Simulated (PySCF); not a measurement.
## Excitation energy of Zn by level of theory

Zn [Ar] 3d10 4s2 (1S) → Zn [Ar] 3d10 4s1 5s1 (3S), as a difference of total energies. Computed with PySCF 2.14 in aug-cc-pwCVTZ-PP with ECP10MDF (8s8p7d4f3g, 122 functions), with a scalar-relativistic core potential. Correlated levels: valence: 3s2 3p6 frozen; valence and next inner shell: nothing frozen outside the core potential. The calculations carry no spin-orbit coupling.

```json
{"method": "UHF", "excitation energy (eV)": "5.233", "error (eV)": "-1.422"}
{"method": "LDA", "excitation energy (eV)": "6.996", "error (eV)": "+0.341"}
{"method": "PBE", "excitation energy (eV)": "6.645", "error (eV)": "-0.010"}
{"method": "PBE0", "excitation energy (eV)": "6.382", "error (eV)": "-0.273"}
{"method": "r2SCAN", "excitation energy (eV)": "6.668", "error (eV)": "+0.013"}
{"method": "wB97X-V", "excitation energy (eV)": "6.553", "error (eV)": "-0.102"}
{"method": "HSE06", "excitation energy (eV)": "6.426", "error (eV)": "-0.229"}
{"method": "M06-2X", "excitation energy (eV)": "6.443", "error (eV)": "-0.212"}
{"method": "MP2 (valence)", "excitation energy (eV)": "6.492", "error (eV)": "-0.163"}
{"method": "SCS-MP2 (valence)", "excitation energy (eV)": "6.552", "error (eV)": "-0.103"}
{"method": "MP2 (valence and next inner shell)", "excitation energy (eV)": "6.549", "error (eV)": "-0.106"}
{"method": "SCS-MP2 (valence and next inner shell)", "excitation energy (eV)": "6.587", "error (eV)": "-0.068"}
```

Reference: 6.655 eV (measured; NIST levels).

Errors of the correlated levels include the incompleteness of this basis and the frozen core.
